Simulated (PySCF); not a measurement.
# L and K shells in Ti(NCS)2Cl2

Compound: Ti(NCS)2Cl2, C2Cl2N2S2Ti (singlet state).
Bonds: Ti1–N2, Ti1–N5, Ti1–Cl8, Ti1–Cl9, N2–C3, C3–S4, N5–C6, C6–S7.

Theory: PySCF 2.14.0, delta-SCF UKS SCAN, pcX-2 on the ionised atom (unc-x2c-TZVPall on a metal), pcseg-1 elsewhere, spin-free X2C. Each binding energy is the total energy of the core-ionised species, with the hole localised on one atom, minus that of the ground state; both are solved self-consistently, so orbital relaxation is included. Spin–orbit coupling isn't in the SCF: each 2p doublet comes from a relaxed spin-free hole plus a matrix of the shell (mean-field spin–orbit coupling and the ground-state 2p splitting), with 2p3/2 averaged over its two sublevels. The splitting includes the ligand field, and 2p3/2 is the mean of two sublevels.

Problem. Give the 2p3/2 and 2p1/2 binding energies and the splitting.

Solution. 
```json
{"atom": "Ti1", "environment": "titanium bonded to 2 Cl and 2 N", "2p3/2 (eV)": "463.32", "2p1/2 (eV)": "469.04", "splitting (eV)": "5.72", "mean of the shell (eV)": "465.23"}
{"atom": "Cl8/Cl9", "environment": "chlorine bonded to Ti", "2p3/2 (eV)": "205.42", "2p1/2 (eV)": "207.08", "splitting (eV)": "1.66", "mean of the shell (eV)": "205.98"}
```

Problem. What are the 1s binding energies of the same atoms?

Solution. Cl8/Cl9 2828.02 eV.

Problem. Which Kα1 and Kα2 emission energies and wavelengths follow?

Solution. The photon carries the difference of the 1s-hole and 2p-hole states, both at the ground state's geometry; λ = 12398.42 eV Å/E.

```json
{"atom": "Cl8/Cl9", "Kα1 (eV)": "2622.60", "Kα2 (eV)": "2620.94", "λ(Kα1) (Å)": "4.7275", "λ(Kα2) (Å)": "4.7305"}
```

2p1/2 minus 2p3/2 by element: Cl (Z = 17) 1.65 eV, Ti (Z = 22) 5.72 eV.

Problem. And the 1s levels of the other atoms?

Solution. C3/C6 (carbon bonded to N and S) 293.36 eV; N2/N5 (nitrogen bonded to C and Ti) 405.01 eV; S4/S7 (sulfur bonded to C) 2477.48 eV.

The first atom of each set that the bonding makes equivalent was ionised and stands for the set. Not every level is listed. The unrestricted hole states depart most from a pure doublet (⟨S²⟩ = 0.75; over 0.85 named) for Ti 2p3/2 of Ti1 (0.99), which makes this value less certain. Satellites of the metal's 2p lines aren't described. Geometry: PBE0-D3(BJ)/def2-SVP; no solvent, vibrations or thermal averaging. Metal 2p energies of this one-determinant scheme are less reliable than its 1s energies.
